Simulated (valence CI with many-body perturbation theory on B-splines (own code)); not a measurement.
# Pm XLVII: calculated level list

Computed by relativistic CI+MBPT: five valence electrons over a frozen Dirac-Fock core [Ne], radial functions for each j: 9 s, 9 p, 8 d, 6 f, 3 g, 1 h, with the one-electron correlation potential Σ1, the two-electron term Σ2, the three-electron term Σ3, Breit, model QED; selected CI, second order for the rest (own B-spline code, finite nucleus).

The last digits are not significant, and no measured levels were compared; by estimate large intervals hold to a few tenths of a per cent, small ones and those within an open d or f shell to about a per cent. Among the levels kept, up to 580 cm⁻¹ of a level comes from second order outside the variational space, and about a tenth of that is noise between levels of different J, which matters for small intervals.

Levels 1 to 45 of 51, with energies above the lowest level, (3s^2 3p1/2^2 3p3/2) J=3/2. "Leading %" is the weight of the configuration and term that name the level; weights of strongly mixed levels are sums over their largest components and can fall short. In the jj column 3d3/2^4 stands for four electrons in 3d with j = 3/2. Lifetimes count E1, E2, E3, M1 and M2 decay at the calculated energies, and are blank where another channel may lead or the interval is too uncertain; long ones can be off by a factor of two.

```csv
No.,Configuration,Term,J,E (Ry),Leading %,Lifetime,Leading jj
1,3s²3p³,²P°,3/2,0.000,46,,3s^2 3p1/2^2 3p3/2 (99 %)
2,3s²3p³,⁴S°,3/2,9.647,54,43.2 ns,3s^2 3p1/2 3p3/2^2 (98 %)
3,3s²3p³,²D°,5/2,10.346,99,234 ns,3s^2 3p1/2 3p3/2^2 (99 %)
4,3s²3p³,²P°,1/2,11.217,98,64.2 ns,3s^2 3p1/2 3p3/2^2 (98 %)
5,3s²3p²3d,²D,3/2,13.129,37,182 ps,3s^2 3p1/2^2 3d3/2 (98 %)
6,3s²3p²3d,²D,5/2,16.083,27,15.4 ps,3s^2 3p1/2^2 3d5/2 (90 %)
7,3s3p⁴,⁴P,5/2,19.230,64,8.49 ps,3s 3p1/2^2 3p3/2^2 (85 %)
8,3s3p⁴,²S,1/2,20.906,51,5.70 ps,3s 3p1/2^2 3p3/2^2 (84 %)
9,3s3p⁴,²P,3/2,20.913,30,3.77 ps,3s 3p1/2^2 3p3/2^2 (71 %)
10,3s²3p³,²P°,3/2,20.970,52,20.5 ns,3s^2 3p3/2^3 (98 %)
11,3s²3p²3d,²F,5/2,22.686,47,262 ps,3s^2 3p1/2 3p3/2 3d3/2 (97 %)
12,3s²3p²3d,⁴F,3/2,22.819,32,16.4 ps,3s^2 3p1/2 3p3/2 3d3/2 (93 %)
13,3s²3p²3d,⁴D,1/2,22.843,79,175 ps,3s^2 3p1/2 3p3/2 3d3/2 (98 %)
14,3s²3p²3d,²G,7/2,23.382,46,13.6 ns,3s^2 3p1/2 3p3/2 3d3/2 (95 %)
15,3s²3p²3d,²D,5/2,25.053,31,1.13 ps,3s^2 3p1/2 3p3/2 3d3/2 (80 %)
16,3s²3p²3d,⁴D,7/2,25.103,47,2.26 ns,3s^2 3p1/2 3p3/2 3d5/2 (99 %)
17,3s²3p²3d,⁴P,3/2,25.508,48,1.56 ps,3s^2 3p1/2 3p3/2 3d5/2 (50 %)
18,3s²3p²3d,²P,3/2,25.535,30,1.08 ps,3s^2 3p1/2 3p3/2 3d3/2 (40 %)
19,3s²3p²3d,²P,1/2,25.546,39,887 fs,3s^2 3p1/2 3p3/2 3d3/2 (88 %)
20,3s²3p²3d,²D,5/2,25.843,35,11.7 ps,3s^2 3p1/2 3p3/2 3d5/2 (86 %)
21,3s²3p²3d,²G,9/2,25.851,58,3.21 μs,3s^2 3p1/2 3p3/2 3d5/2 (98 %)
22,3s²3p²3d,²F,7/2,27.234,52,5.00 ps,3s^2 3p1/2 3p3/2 3d5/2 (91 %)
23,3s²3p²3d,²D,5/2,27.335,40,2.51 ps,3s^2 3p1/2 3p3/2 3d5/2 (86 %)
24,3s²3p²3d,²D,3/2,27.707,61,5.91 ps,3s^2 3p1/2 3p3/2 3d5/2 (92 %)
25,3s²3p²3d,²P,1/2,27.876,50,4.15 ps,3s^2 3p1/2 3p3/2 3d5/2 (89 %)
26,3s3p⁴,⁴P,3/2,29.803,57,2.81 ps,3s 3p1/2 3p3/2^3 (78 %)
27,3s3p⁴,²D,5/2,30.692,62,2.91 ps,3s 3p1/2 3p3/2^3 (78 %)
28,3s3p⁴,²P,1/2,31.886,43,1.47 ps,3s 3p1/2 3p3/2^3 (70 %)
29,3s3p³3d,⁴D°,5/2,31.930,28,46.6 ps,3s 3p1/2^2 3p3/2 3d3/2 (92 %)
30,3s3p⁴,²P,3/2,31.991,44,1.34 ps,3s 3p1/2 3p3/2^3 (75 %)
31,3s3p³3d,⁶D°,3/2,32.058,30,28.3 ps,3s 3p1/2^2 3p3/2 3d3/2 (93 %)
32,3s3p³3d,⁴P°,1/2,32.143,42,51.4 ps,3s 3p1/2^2 3p3/2 3d3/2 (93 %)
33,3s3p³3d,⁶D°,7/2,32.423,24,56.1 ps,3s 3p1/2^2 3p3/2 3d3/2 (83 %)
34,3s3p³3d,⁴F°,3/2,33.477,25,5.89 ps,3s 3p1/2^2 3p3/2 3d3/2 (75 %)
35,3s3p³3d,⁴G°,5/2,34.372,26,3.01 ps,3s 3p1/2^2 3p3/2 3d3/2 (83 %)
36,3s3p³3d,⁴F°,9/2,34.390,44,51.6 ps,3s 3p1/2^2 3p3/2 3d5/2 (95 %)
37,3s3p³3d,⁴D°,1/2,34.599,46,2.70 ps,3s 3p1/2^2 3p3/2 3d3/2 (86 %)
38,3s²3p²3d,²D,5/2,34.898,30,1.09 ps,3s^2 3p3/2^2 3d3/2 (83 %)
39,3s²3p²3d,²F,7/2,34.971,49,1.54 ps,3s^2 3p3/2^2 3d3/2 (89 %)
40,3s²3p²3d,⁴P,3/2,35.026,24,808 fs,3s^2 3p3/2^2 3d3/2 (77 %)
41,3s²3p²3d,⁴P,1/2,35.069,35,796 fs,3s^2 3p3/2^2 3d3/2 (77 %)
42,3s3p³3d,⁴D°,5/2,35.292,32,7.34 ps,3s 3p1/2^2 3p3/2 3d5/2 (92 %)
43,3s²3p²3d,²F,7/2,35.708,54,28.9 ps,3s^2 3p3/2^2 3d5/2 (93 %)
44,3s²3p²3d,⁴F,9/2,35.842,58,36.7 ns,3s^2 3p3/2^2 3d5/2 (98 %)
45,3s3p³3d,²P°,3/2,35.847,33,9.44 ps,3s 3p1/2^2 3p3/2 3d5/2 (76 %)
```

Where two levels of one J and parity lie close, their mixing, g and order are uncertain.

The ionisation energy to 3s²3p² ³P0 of the next ion comes out as 3817.8 eV (NIST: 3816 ± 4 eV (theoretical)). All 51 levels together are meant to be complete up to 37.338 Ry.
